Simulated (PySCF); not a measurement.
Molfile (atoms numbered from 1):
```
C5H10N3
     RDKit          3D

 18 18  0  0  0  0  0  0  0  0999 V2000
   -1.5097    1.8748    0.0993 C   0  0  0  0  0  0  0  0  0  0  0  0
   -0.4782    0.8036    0.0285 C   0  0  0  0  0  0  0  0  0  0  0  0
    0.8180    1.0686   -0.0288 N   0  0  0  0  0  0  0  0  0  0  0  0
    1.4550   -0.0969   -0.0677 N   0  0  0  0  0  0  0  0  0  0  0  0
    2.9011   -0.1149   -0.1470 C   0  0  0  0  0  0  0  0  0  0  0  0
    0.6258   -1.1537   -0.0443 C   0  0  0  0  0  0  0  0  0  0  0  0
   -0.6429   -0.5993    0.0157 C   0  0  0  0  0  0  0  0  0  0  0  0
   -1.9082   -1.3087    0.0774 N   0  0  0  0  0  0  0  0  0  0  0  0
   -1.0371    2.8405   -0.1202 H   0  0  0  0  0  0  0  0  0  0  0  0
   -1.9610    1.9456    1.1018 H   0  0  0  0  0  0  0  0  0  0  0  0
   -2.3179    1.7285   -0.6362 H   0  0  0  0  0  0  0  0  0  0  0  0
    3.2246    0.3879   -1.0680 H   0  0  0  0  0  0  0  0  0  0  0  0
    3.2492   -1.1543   -0.1507 H   0  0  0  0  0  0  0  0  0  0  0  0
    3.3206    0.4128    0.7195 H   0  0  0  0  0  0  0  0  0  0  0  0
    0.9817   -2.1819   -0.0758 H   0  0  0  0  0  0  0  0  0  0  0  0
   -1.9085   -2.1601   -0.5002 H   0  0  0  0  0  0  0  0  0  0  0  0
   -2.1721   -1.5874    1.0350 H   0  0  0  0  0  0  0  0  0  0  0  0
   -2.6673   -0.7102   -0.2777 H   0  0  0  0  0  0  0  0  0  0  0  0
  1  2  1  0
  2  3  2  0
  3  4  1  0
  4  5  1  0
  4  6  1  0
  6  7  2  0
  7  8  1  0
  7  2  1  0
  1  9  1  0
  1 10  1  0
  1 11  1  0
  5 12  1  0
  5 13  1  0
  5 14  1  0
  6 15  1  0
  8 16  1  0
  8 17  1  0
  8 18  1  0
M  CHG  1   8   1
M  END
```

Geometry: PBE0-D3(BJ)/def2-SVP; GIAO shifts from PySCF 2.14.0 with density-fitted response routines, gas phase, non-relativistic, averaged over equivalent atoms.

At PBE0/pcSseg-1 (186 basis functions, 17 s wall time on 1 thread of an Intel Xeon 6975P-C, shared host):
```tsv
atoms	δ (ppm)
C2	145.1
C6	129.3
C7	105.5
C5	41.7
C1	10.7
N3	356.5
N4	240.1
N8	52.3
H15	7.64
H16/H17/H18	5.92
H12/H13/H14	4.05
H9/H10/H11	2.65
```

Chemical shifts δ = σref − σ; TMS for ¹³C (184.41 ppm), ¹H (31.27 ppm); ¹⁵N (265.67 ppm) against NH3, all at this level.

**Question.** What do these become at WP04/pcSseg-1?

**Answer.** 
```tsv
atoms	δ at WP04/pcSseg-1	change
C2	148.7	+3.6
C6	131.5	+2.2
C7	108.5	+3.0
C5	43.6	+1.9
C1	13.2	+2.5
N3	354.0	-2.5
N4	237.1	-3.0
N8	48.0	-4.3
H15	7.48	-0.16
H16/H17/H18	6.16	+0.24
H12/H13/H14	3.98	-0.07
H9/H10/H11	2.63	-0.02
```

References, each an isolated molecule treated in the same way: TMS for ¹³C (σ = 172.44 ppm) and ¹H (σ = 31.56 ppm); ¹⁵N (σ = 246.90 ppm) against NH3.

The largest change is at N8 (ammonium nitrogen). Cost: 186 basis functions, 31 s wall time on 1 thread of an x86-64 server CPU, shared host. The order of the carbon signals is the same at both levels.

Experimental scales use liquid or dissolved standards, which lie at an offset from isolated NH3 (liquid NH3: subtract about 20 ppm). Unscaled 15N shifts of sp2 nitrogen come out 20 to 40 ppm too high even then.
